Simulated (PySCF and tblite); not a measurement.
The numbers below are computed, except where a source is named.
System: C₈H₁₄Si, numbered as in [CH3:1][Si:2]([CH3:3])([CH3:4])[CH:5]1[CH:6]=[CH:7][CH:8]=[CH:9]1.

Motion: shift of Si2 from C5 to C9. GFN2-xTB gives an electronic barrier of 11.0 kcal/mol.

DFT energies on a tight-binding saddle of a bond shift can be off by several kcal/mol.

Question: What does PBE0/pcSseg-1 + D3(BJ) give on GFN2-xTB geometries?

Answer: A barrier of 14.3 kcal/mol, 3.3 above the tight-binding barrier (from unrounded values) and, with GFN2-xTB thermal terms, ΔG‡(298 K) = 15.1 kcal/mol and k = 116 s⁻¹ (2 equivalent paths).

Programs: tblite and PySCF.
